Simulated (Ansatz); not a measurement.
Gas-phase electronic energies from Ansatz, PBE0-D4/def2-TZVP geometries. CCSD(T)/CBS adds triple-zeta CCSD(T) − MP2 to the extrapolated MP2 energy (def2 sets, frozen cores). This one scheme is used for every species, atoms too. Functionals use def2-TZVPP. B3LYP here is the variant with VWN-RPA as its local correlation; programs differ in this. HSE06 is defined as in plane-wave codes. Open shells (•) are unrestricted, without spin–orbit coupling. For Se outer-core shells are correlated without core-valence functions, so the limit isn't a true one: a few kJ/mol of doubt a bond, and 10 to 20 or more in all where bonds break to atoms. Scalar relativity is left out up to krypton. One conformer a species, not always the lowest.

`C[SiH](F)[SeH]` → H• + `C[Si](F)[SeH]`•  (homolysis of the H–Si bond)

```tsv
level	ΔE (eV)	difference from CCSD(T)/CBS
LDA (SPW92)	4.31	0.04
BLYP-D4	3.99	-0.28
r2SCAN-D4	4.00	-0.27
B97M-V	4.16	-0.11
B3LYP-D4	4.11	-0.16
PBE-QIDH	4.10	-0.17
B3LYP	4.10	-0.17
r2SCANh	4.02	-0.25
HSE06	3.99	-0.28
CAM-B3LYP	4.17	-0.10
HF/def2-SVP	3.40	-0.87
MP2/def2-SVP	3.97	-0.30
CCSD(T)/def2-SVP	4.08	-0.19
CCSD(T)/def2-TZVPP	4.20	-0.07
MP2/def2-QZVPP	4.14	-0.13
HF/CBS(def2)	3.38	-0.89
CCSD(T)/CBS	4.27	0
```

Largest T1 diagnostic among the species: 0.012.

Leaving LDA and LC-ωPBE aside and taking each functional with its dispersion term where it has one, the values, not all of them listed here, spread over 0.38 eV, from revPBE-D4 to ωB97M-V. LDA lies +0.42 eV from PBE without D4, its usual overbinding. From PBE to PBE0 (25 % exact exchange), in def2-TZVPP and without D4, ΔE moves by +0.09 eV.
